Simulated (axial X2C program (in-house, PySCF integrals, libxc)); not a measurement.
What spin–orbit coupling does to RbSb

All values were computed with an in-house relativistic program for diatomic molecules. Spin-free means the one-electron spin-free X2C Hamiltonian; two-component (2c) means X2C with spin–orbit coupling and atomic mean-field two-electron Coulomb and Gaunt terms, so the difference of the two also holds small scalar two-electron terms. Basis: Sb dyall-cv3z [11s12p8d4f1g], Rb dyall-cv3z [12s13p8d4f1g] (cores contracted in-house); Gaussian nuclei, density fitting, unrestricted open shells. Masses: Sb 120.904 u, Rb 84.912 u.

Spin-free state: M_S = 1, Λ = 0 (beyond evenly filled blocks: π+α, π-α); fragments Sb + Rb.

```csv
level,Re (Å),ωe (cm⁻¹),De (eV),μ (D)
PBE0,3.442,109.4,1.226,9.73
BP86,3.458,104.8,1.314,8.92
```

Dipoles are positive if Rb is the positive end.

Two-component determinant lowest at the distance of the search:

Ω = 1 (⟨Sz⟩ = 0.94, ⟨Lz⟩ = 0.06 at PBE0); fragments Sb + Rb.

```json
{"level": "PBE0", "Re (Å)": "3.434", "ωe (cm⁻¹)": "108.7", "De (eV)": "1.215", "μ (D)": "9.76"}
{"level": "BP86", "Re (Å)": "3.451", "ωe (cm⁻¹)": "104.0", "De (eV)": "1.290", "μ (D)": "8.94"}
```

Problem. From the two tables, how do the constants change at the PBE0 level (2c against spin-free)?

Solution. At the PBE0 level Re decreases by 0.008 Å and ωe drops by 0.7 cm⁻¹; De changes by -0.011 eV.

The state is one determinant whose occupation by symmetry is held fixed; it was picked as the lowest of a PBE0 search that is not exhaustive. Dissociation energies refer to the lowest single-determinant-based atoms at the same level and basis. Density functionals use the spin component along the axis (collinear). Other states lie close and PBE0, whose exact exchange favours high spin, may order them wrongly; the determinant shown need not be the ground state. The nearest other spin-free determinant of the search, M_S = 0, Λ = 2, lies 0.78 eV up at the distance of the search. With several unpaired electrons one determinant need not be a pure state. Open-shell Ω = 0 determinants with evenly filled partner blocks cannot be reached by this program, so the Ω shown need not be the lowest component. This is the Ω = 1 component of a π² triplet; the 0⁺ component is not one determinant and can lie lowest.
